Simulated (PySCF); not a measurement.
Species: dimethyl diselenide, C₂H₆Se₂.
InChI=1S/C2H6Se2/c1-3-4-2/h1-2H3

A linear-response calculation (PySCF, def2-SVPD basis, gas phase, vertical, core orbitals frozen in the response) gave these numbers; the functional is withheld.

Orbital energies (eV): HOMO-3 -9.53, HOMO-2 -8.42, HOMO-1 -6.38, HOMO -6.29, LUMO -1.39, LUMO+1 -0.04, LUMO+2 -0.01.

```json
{"state": "S1", "E (eV)": "3.82", "f": "0.0072", "main configurations (H = HOMO, L = LUMO)": "H→L (99%)"}
{"state": "S2", "E (eV)": "3.89", "f": "0.0024", "main configurations (H = HOMO, L = LUMO)": "H-1→L (99%)"}
{"state": "S3", "E (eV)": "5.29", "f": "0.0019", "main configurations (H = HOMO, L = LUMO)": "H→L+2 (52%), H-1→L+1 (42%)"}
{"state": "S4", "E (eV)": "5.30", "f": "0.0002", "main configurations (H = HOMO, L = LUMO)": "H→L+1 (76%), H-1→L+2 (18%)"}
{"state": "S5", "E (eV)": "5.53", "f": "0.029", "main configurations (H = HOMO, L = LUMO)": "H-1→L+1 (47%), H→L+2 (42%), H-2→L (9%)"}
{"state": "S6", "E (eV)": "5.57", "f": "0.0032", "main configurations (H = HOMO, L = LUMO)": "H-1→L+2 (81%), H→L+1 (17%)"}
```

Triplets, Tamm–Dancoff:

```json
{"state": "T1", "E (eV)": "3.25", "λ (nm)": "381.4", "main configurations (H = HOMO, L = LUMO)": "H→L (98%)"}
{"state": "T2", "E (eV)": "3.35", "λ (nm)": "370.0", "main configurations (H = HOMO, L = LUMO)": "H-1→L (98%)"}
{"state": "T3", "E (eV)": "4.81", "λ (nm)": "257.9", "main configurations (H = HOMO, L = LUMO)": "H→L+2 (61%), H-1→L+1 (31%)"}
{"state": "T4", "E (eV)": "4.83", "λ (nm)": "256.8", "main configurations (H = HOMO, L = LUMO)": "H→L+1 (50%), H-1→L+2 (40%)"}
```

Vertical ionisation energy by ΔSCF with the same functional: 8.44 eV. Mean static polarisability: 86.0 au.

**Question.** Which of these was used?
A. PBE
B. HF
C. B3LYP
D. wB97X-D

**Answer.** C. B3LYP is a global hybrid with 20% exact exchange. In this run −ε(HOMO) = 6.29 eV differs from the ΔSCF value by -2.16 eV, and S1 differs from the orbital gap of 4.90 eV by -1.07 eV. The ratio −ε(HOMO)/IP is 0.74. Usual ranges for neutral molecules in this basis: 0.67 to 0.83 with B3LYP, 0.5 to 0.7 with PBE, 0.89 to 0.99 with wB97X-D; Hartree–Fock can't fall below 1, since the ion's relaxation only lowers the ΔSCF value. The other options: PBE, a GGA without exact exchange; HF, time-dependent Hartree–Fock, 100% exact exchange; wB97X-D, range-separated, 22% exact exchange at short range and 100% at long range (ω = 0.2 bohr⁻¹).

Theory: PySCF 2.14.0, density-fitted response routines, TDDFT B3LYP/def2-SVPD, vertical, gas phase, core orbitals frozen in the response. Isolated species at its PBE0-D3(BJ)/def2-SVP geometry (one conformer only). Relativistic effects, spin–orbit coupling among them, are left out although an element past zinc is present.

Shape of the structure used: `[CH3:1][Se:2][Se:3][CH3:4]`: C1–Se2–Se3–C4 87°.
